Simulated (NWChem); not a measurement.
Species: SiICl, singlet; SMILES Cl[Si]I

Computed with NWChem. Low-valent species are run as closed-shell singlets; no triplet was tried in these runs. Structure relaxed at the PBE0/def2-SVP level. No frequency run checked for a minimum. def2 effective core potentials on I; no spin-orbit coupling. Ions are spin-unrestricted doublets at the neutral geometry; other ion states weren't tried.

For level PBE0/def2-SVP:

```
Item                                   Value
-------------------------------------  -----
vertical ionisation energy, ΔSCF (eV)   9.42
−ε(HOMO) (eV)                           7.37
```

How do the values read with level PBE/def2-SVP instead?


- vertical ionisation energy, ΔSCF (eV): 9.20
- −ε(HOMO) (eV): 6.29
